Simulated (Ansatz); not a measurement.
Two structures of MgSiH₅ClO, singlet, reached by relaxing down either side of one saddle point (PBE0-D4/def2-TZVP). Energies are electronic, without zero-point energy. Ansatz 0.2.0; basis: def2-TZVPP and def2-QZVPP; cores frozen in the correlated methods. The outer core shell of Li, Na, Mg and K is correlated. The def2 sets are not built for correlating such inner shells, so the correlated values are less sure here. Extrapolation: Hartree–Fock as exp(−7.88 √X), correlation as X^−2.97. First:

Mg1  (-0.414, -1.023, -1.675)
H2  (0.447, -1.230, -3.131)
Cl3  (-2.142, -1.334, -0.290)
H4  (1.464, 0.531, -0.609)
O5  (0.610, 0.173, -0.353)
Si6  (0.077, 0.613, 1.207)
H7  (1.182, 1.469, 1.715)
H8  (-0.057, -0.596, 2.039)
H9  (-1.167, 1.395, 1.098)
(Å)

Second:

Mg1  (-1.058, -0.597, -1.146)
H2  (0.711, -1.128, -2.451)
Cl3  (-2.355, -1.405, -2.701)
H4  (1.057, -0.825, -1.851)
O5  (-0.261, 0.124, 0.282)
Si6  (0.326, 0.790, 1.629)
H7  (1.002, 2.088, 1.337)
H8  (1.330, -0.104, 2.277)
H9  (-0.753, 1.056, 2.624)
(Å)

**Question.** Which bonds change from the first to the second?

**Answer.** SiH₄O ([OH][SiH3]) + MgHCl ([MgH][Cl]) → MgSiH₃ClO ([SiH3][O][Mg][Cl]) + H₂; bonds formed: H2–H4; dative contacts that become bonds: Mg1–O5; bonds broken: Mg1–H2, H4–O5.

**Question.** Give the saddle point's structure and its height above each. (An estimate is asked for; the value comes from the calculation.)

**Answer.** Computed: 0.378 eV above the first and 1.031 eV above the second (CCSD(T) at an estimated basis limit (MP2 extrapolated from triple and quadruple zeta, plus CCSD(T) − MP2 in triple zeta)).
```csv
atom,x (Å),y (Å),z (Å)
Mg1,-0.8798,-0.8109,-1.5968
H2,0.9372,-0.8050,-1.9240
Cl3,-2.8744,-1.3091,-2.3345
H4,0.7918,-0.3513,-0.8959
O5,0.0455,-0.0392,-0.0655
Si6,0.4173,0.6721,1.3836
H7,1.0720,1.9831,1.1467
H8,1.3366,-0.2049,2.1510
H9,-0.8460,0.8652,2.1354
```

T1 diagnostic: at most 0.011.

Labels in which every atom is bracketed show which atoms are joined, not bond orders.

For scale, one of the runs: CCSD(T)/def2-TZVPP, 217 basis functions, launched by `ansatz run in.yaml --threads 4 --pin off --events-out ev --progress --plain --max-ram 9574MiB`. The run took 86 s on 4 CPU threads of an Arm Neoverse V1 (shared host), with 3.3 GiB of host memory at its peak.
